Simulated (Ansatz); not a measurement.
Ansatz (a program for electronic structure) input (HF/6-31G*):

Ansatz 0.2 input:
```yaml
crystal:
  periodic: [false, false, false]
  atoms:
    - {symbol: F, position_ang: [-0.04514898, 1.56520838, 0.01877883]}
    - {symbol: C, position_ang: [-0.00856108, 0.29679236, 0.00356081]}
    - {symbol: Cl, position_ang: [1.45882399, -0.42502430, -0.00382508]}
    - {symbol: Cl, position_ang: [-1.43190004, -0.50836567, -0.00737341]}
basis:
  gaussian:
    orbitals: 6-31G*
hamiltonian:
  xc: {name: HF}
total_charge: 1
relax: {f_tol: 0.003, max_steps: 120}
```

From the last part of the output:

```
Functional definition: HF
integrals: 0.01 GiB planned
678 factors; integrals over basis functions are off by at most 5.5e-4 eV
mean field: 0.15 GiB planned
mean field evaluation 1: about -28729.4105 eV, gradient 3.9e1 eV
mean field evaluation 2: about -28729.4854 eV, gradient 3.9e1 eV
mean field evaluation 4: about -28732.4028 eV, gradient 2.6e0 eV
mean field evaluation 8: about -28732.4434 eV, gradient 2.7e-1 eV
mean field -28732.44379543 eV, -1055.8978339320 hartree, gradient 1.2e-5 eV, S^2 0.000000; 0 other end points of the search recorded, 0 dependent functions left out
the calculation of the forces begins
reference -28732.44379543 eV, -1055.8978339320 hartree; 24, 24 occupied and 44, 44 virtual orbitals, 678 factors
relax step   1: F+E_penalty+E_count = -28732.44379543 eV  Δ(F+E_penalty+E_count) = +0.000e0 eV  max|allowed force component| = 1.574e0 eV/Å  Δτ_max = 0.0000 Å  (38 SCF iters, accepted)
these checks for a lower state are left out or cut short: starts, cluster_reference, orbital_swaps, neighbouring_geometries, increment
integrals: 0.01 GiB planned
678 factors; integrals over basis functions are off by at most 5.0e-4 eV
mean field: 0.15 GiB planned
mean field evaluation 16: about -28732.3627 eV, gradient 6.0e-3 eV
mean field -28732.46384146 eV, -1055.8985706103 hartree, gradient 4.3e-5 eV, S^2 0.000000; 0 other end points of the search recorded, 0 dependent functions left out
the calculation of the forces begins
reference -28732.46384146 eV, -1055.8985706103 hartree; 24, 24 occupied and 44, 44 virtual orbitals, 678 factors
relax step   2: F+E_penalty+E_count = -28732.46384146 eV  Δ(F+E_penalty+E_count) = -2.005e-2 eV  max|allowed force component| = 4.976e-1 eV/Å  Δτ_max = 0.0155 Å  (36 SCF iters, accepted)
these checks for a lower state are left out or cut short: starts, cluster_reference, orbital_swaps, neighbouring_geometries, increment
integrals: 0.01 GiB planned
678 factors; integrals over basis functions are off by at most 4.8e-4 eV
mean field: 0.15 GiB planned
mean field -28732.46583776 eV, -1055.8986439729 hartree, gradient 3.2e-5 eV, S^2 0.000000; 0 other end points of the search recorded, 0 dependent functions left out
the calculation of the forces begins
reference -28732.46583776 eV, -1055.8986439729 hartree; 24, 24 occupied and 44, 44 virtual orbitals, 678 factors
relax step   3: F+E_penalty+E_count = -28732.46583776 eV  Δ(F+E_penalty+E_count) = -1.996e-3 eV  max|allowed force component| = 2.135e-2 eV/Å  Δτ_max = 0.0064 Å  (29 SCF iters, accepted)
these checks for a lower state are left out or cut short: starts, cluster_reference, orbital_swaps, neighbouring_geometries, increment
integrals: 0.01 GiB planned
678 factors; integrals over basis functions are off by at most 4.8e-4 eV
mean field: 0.15 GiB planned
mean field evaluation 32: about -28732.4659 eV, gradient 2.4e-5 eV
mean field -28732.46585298 eV, -1055.8986445321 hartree, gradient 1.3e-5 eV, S^2 0.000000; 0 other end points of the search recorded, 0 dependent functions left out
the calculation of the forces begins
reference -28732.46585298 eV, -1055.8986445321 hartree; 24, 24 occupied and 44, 44 virtual orbitals, 678 factors
relax step   4: F+E_penalty+E_count = -28732.46585298 eV  Δ(F+E_penalty+E_count) = -1.522e-5 eV  max|allowed force component| = 2.560e-3 eV/Å  Δτ_max = 0.0007 Å  (27 SCF iters, accepted)
integrals: 0.01 GiB planned
678 factors; integrals over basis functions are off by at most 4.8e-4 eV
mean field: 0.15 GiB planned
mean field -28732.46585298 eV, -1055.8986445321 hartree, gradient 1.3e-5 eV, S^2 0.000000; 1 other end points of the search recorded, 0 dependent functions left out
the calculation of the forces begins
reference -28732.46585298 eV, -1055.8986445321 hartree; 24, 24 occupied and 44, 44 virtual orbitals, 678 factors
Total energy: -28732.46585298 eV, -1055.8986445321 hartree
Atom 0 at    -0.044535     1.543916     0.018523 Å, force     0.000004    -0.000124    -0.000001 eV/Å
Atom 1 at    -0.008657     0.300122     0.003601 Å, force    -0.000074     0.002560     0.000031 eV/Å
Atom 2 at     1.455564    -0.416130    -0.003721 Å, force    -0.000606    -0.001236    -0.000015 eV/Å
Atom 3 at    -1.429158    -0.499298    -0.007262 Å, force     0.000676    -0.001199    -0.000014 eV/Å
Dipole moment:     0.003268    -0.113300    -0.001359 e Å
```

The dipole moment of an ion depends on the origin.
